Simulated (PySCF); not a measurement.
Species: H₈NOPSi₂.
Numbering: `[NH2:1][Si@@:2]([OH:3])([SiH3:4])[PH2:5]` (hydrogens: H6, H7 on N1; H8 on O3; H9, H10, H11 on Si4; H12, H13 on P5)

Computed with PySCF at PBE0/pcSseg-1 and PBE0/def2-SVPD, non-relativistic, on one gas-phase PBE0-D3(BJ)/def2-SVP geometry that isn't relaxed in the solvent. The solvent is an IEF-PCM continuum (Bondi radii, 1.10 Å for H, scaled by 1.2). Specific hydrogen bonds and non-electrostatic terms are outside this model.

Gas phase at PBE0/pcSseg-1: HOMO -7.12 eV, LUMO 0.02 eV, dipole 1.87 D.

Problem. What does the continuum do to the energy, the frontier levels and the dipole at PBE0/pcSseg-1 in acetonitrile and dimethylsulfoxide?

Solution. 
| solvent | ε | E(solvent) − E(gas) (kJ/mol) | polarisation term (kJ/mol) | distortion of the solute (kJ/mol) | HOMO (eV) | LUMO (eV) | dipole (D) |
| --- | --- | --- | --- | --- | --- | --- | --- |
| acetonitrile | 35.69 | -29.83 | -32.69 | 2.86 | -7.09 | 0.16 | 2.27 |
| dimethylsulfoxide | 46.83 | -30.17 | -33.10 | 2.93 | -7.09 | 0.16 | 2.28 |

The polarisation term is half the interaction of the solute with the surface charges that it induces; the rest is the cost of distorting the solute's density. The sum is the electrostatic part of solvation alone. From acetonitrile to dimethylsulfoxide the lowering changes by a factor 1.01, Onsager's factor (ε − 1)/(2ε + 1) by 1.01 and ε itself by 1.3.

Problem. Which radius a makes the point-dipole formula ΔE = −[(ε − 1)/(2ε + 1)]·μ²/a³ give the value in dimethylsulfoxide, with the gas-phase dipole?

Solution. μ = 0.736 au and |ΔE| = 0.01149 Eh give a = 1.50 Å; the farthest nucleus lies 2.92 Å from the centroid of the nuclei, so such a sphere wouldn't even hold the nuclei. The formula assumes a rigid point dipole at the centre of a sphere.

Gas phase at PBE0/def2-SVPD: HOMO -7.12 eV, LUMO -0.26 eV, dipole 1.78 D.

Problem. What does the continuum do to the energy, the frontier levels and the dipole at PBE0/def2-SVPD in acetonitrile and dimethylsulfoxide?

Solution. 
```csv
solvent,ε,E(solvent) − E(gas) (kJ/mol),polarisation term (kJ/mol),distortion of the solute (kJ/mol),HOMO (eV),LUMO (eV),dipole (D)
acetonitrile,35.69,-27.25,-30.74,3.49,-7.07,-0.09,2.28
dimethylsulfoxide,46.83,-27.57,-31.14,3.57,-7.07,-0.09,2.29
```

Problem. How does the static polarisability (PBE0/def2-SVPD, frozen core, with the continuum's full static response) change?

Solution. 
```csv
medium,isotropic (au),principal values (au),⟨r²⟩ of the electrons (bohr²)
gas,99.0,"86.3, 94.2, 116.5",1007.9
acetonitrile,141.3,"126.1, 133.6, 164.2",1008.1
dimethylsulfoxide,141.9,"126.7, 134.2, 164.8",1008.1
```

The isotropic value in dimethylsulfoxide is 1.43 times the gas-phase one; no cavity-field correction is applied. ⟨r²⟩ is taken about the centre of nuclear charge.

The values belong to the conformer `[NH2:1][Si@@:2]([OH:3])([SiH3:4])[PH2:5]`: H–N1–Si2–O3 -70°, H–N1–Si2–O3 83°, H–O3–Si2–N1 -62°, H–P5–Si2–N1 -170°, H–P5–Si2–N1 -75°.
